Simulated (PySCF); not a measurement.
An unknown is described by computed data only.

Formula: C5H10Si.

| Item | Value |
| --- | --- |
| 13C NMR | chemical shifts (computed TMS as zero) by class: 134.3 (1 C), 108.2 (1 C), 25.8 (1 C), 14.0 (1 C), 5.3 (1 C) ppm [GIAO PBE0/pcSseg-1] |
| 1H NMR | chemical shifts (computed TMS as zero) by class: 6.68 (1 H), 3.79 (3 H), 2.69 (1 H), 2.68 (1 H), 1.35 (3 H), 0.66 (1 H) ppm [GIAO PBE0/pcSseg-1] |
| UV, first state | lowest singlet excitation: 5.58 eV (222 nm, f = 0.053) [TDDFT B3LYP/def2-SVPD] |
| UV, strongest line | among the 8 lowest singlet transitions: S6 at 6.70 eV (185 nm, f = 0.100) [TDDFT B3LYP/def2-SVPD] |
| Rotational structure | rotational constants A, B, C: 6.809, 1.351, 1.236 GHz [GFN2-xTB] |
| Triplet | lowest triplet excitation (Tamm–Dancoff): 3.89 eV [TDA B3LYP/def2-SVPD] |
| NMR, other nuclei | isotropic shieldings of nuclei other than C and H, by class: 416 (1 Si) ppm [GIAO PBE0/pcSseg-1] |

Gas-phase values; electronic properties from PySCF, density fitting. Levels stand in brackets. Geometry: GFN2-xTB, one conformer, isolated molecule. Each NMR value is the plain mean over a class of atoms that symmetry, rotation or inversion makes alike.

Question: Give a SMILES that accounts for the data.

Answer: Numbering: `[CH3:1][CH2:2][C:3]1=[CH:4][C@H:5]1[SiH3:6]`. Its formula, C5H10Si, gives 2 degrees of unsaturation: 1 ring and 1 π bond in the structure found. 5 carbons fall into 5 classes; from least to most shielded: fully substituted alkene carbon [C3] (134.3 ppm), alkene CH carbon [C4] (108.2 ppm), allylic carbon [C2] (25.8 ppm), methyl carbon [C1] (14.0 ppm), ring sp3 carbon bound to silicon [C5] (5.3 ppm). Hydrogen classes from least to most shielded: 1 H on an alkene CH carbon, C4 (6.68 ppm), 3 H on an SiH3 silicon, Si6 (3.79 ppm, a mean of values up to 1.0 ppm apart in this geometry), 1 H on an allylic carbon, C2 (2.69 ppm), 1 H on an allylic carbon, C2 (2.68 ppm), 3 H on a methyl carbon, C1 (1.35 ppm), 1 H on an sp3 carbon bound to silicon, C5 (0.66 ppm). The other shieldings belong to: 416 ppm, SiH3 silicon [Si6]. The optimised geometry has point group C1 and is an asymmetric top. Structure: `CCC1=C[C@H]1[SiH3]`. Computed isomers that give other values at the same levels: `C=CC[SiH]1CC1` (13C chemical shifts (computed TMS as zero) by class: 143.0 (1 C), 119.8 (1 C), 23.2 (1 C), -4.1 (2 C) ppm); `C[SiH]1CC=CC1` (13C chemical shifts (computed TMS as zero) by class: 138.3 (2 C), 20.2 (2 C), -3.5 (1 C) ppm); `C=C/C=C(\C)[SiH3]` (13C chemical shifts (computed TMS as zero) by class: 151.3 (1 C), 139.7 (1 C), 139.4 (1 C), 126.6 (1 C), 18.0 (1 C) ppm). The assignments are read from this structure; whether some other isomer fits the data as well wasn't checked. The mirror image fits equally.

The values belong to the conformer `[CH3:1][CH2:2][C:3]1=[CH:4][C@H:5]1[SiH3:6]`: C1–C2–C3–C4 1°.
